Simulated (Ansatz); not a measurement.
Ansatz (a quantum-chemistry and plane-wave program) input:

Ansatz 0.2 input:
```yaml
crystal:
  periodic: [false, false, false]
  atoms:
    - {symbol: Si, position_ang: [0.08252835, -0.35323757, 0.42282903]}
    - {symbol: Cl, position_ang: [-0.28625795, -1.55646987, -1.15821260]}
    - {symbol: Br, position_ang: [-1.58060746, 1.10798089, 0.69636010]}
    - {symbol: Br, position_ang: [1.90702790, 0.87736885, 0.05797196]}
basis:
  gaussian:
    orbitals: def2-TZVP
hamiltonian:
  xc: b3lyp
  dispersion: d3bj
magnetization: {spin_polarized: true, initial_magnetization: 1}
relax: {f_tol: 0.002, max_steps: 150}
```

Problem. Which total energy does the run end on?

Solution. -5898.23140 Eh (B3LYP-D3(BJ)/def2-TZVP). The basis has 170 functions.

It need not be the lowest isomer of its formula.
